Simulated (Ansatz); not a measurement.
# Which is lower?

Two isomers of CH2NTe (charge +1), closed shell, relaxed at PBE0-D4/def2-TZVP (vibrations not checked).

A:

```
5
angstrom
N -1.0820 -0.5727 0.1386
C -0.0038 -0.2186 0.3322
Te 1.9446 0.2617 0.6352
H 1.6258 1.0231 2.0855
H 1.8130 1.7031 -0.1951
```

B:

| atom | x (Å) | y (Å) | z (Å) |
| --- | --- | --- | --- |
| N1 | -0.0126 | -1.3288 | 0.0638 |
| C2 | 0.2494 | -0.2140 | 0.0454 |
| Te3 | 0.8081 | 1.7441 | 0.0267 |
| H4 | -0.2492 | -2.3080 | 0.0792 |
| H5 | -0.7957 | 2.1067 | -0.2151 |

Computed with Ansatz 0.2.0 (basis: def2-TZVPP); correlated methods freeze the cores. Filled d shells of the heavier atoms are correlated. Core potentials replace the inner electrons of the atoms past krypton. The def2 sets are not built for correlating such inner shells, so the correlated values are less sure here. B3LYP uses VWN-RPA correlation.

(1) Which structure is lower at CCSD(T), and by how much? (To be estimated.)

No T1 diagnostic of these runs exceeds 0.015.

Answers

(1) The calculation gives: B, by 1.340 eV (electronic energy, against the other). By their contacts, A is CH₂NTe ([N][C][TeH2]), total charge +1 and B is CH₂NTe ([NH][C][TeH]), total charge +1.

All methods give the same order:

```csv
method,E(B) − E(A) (eV)
PBE-D4,-1.462
r2SCAN-D4,-1.492
PBE0-D4,-1.531
B3LYP-D4,-1.511
wB97M-V,-1.511
HF,-1.589
MP2,-1.426
CCSD,-1.376
CCSD(T),-1.340
```

Labels in which every atom is bracketed show which atoms are joined, not bond orders.
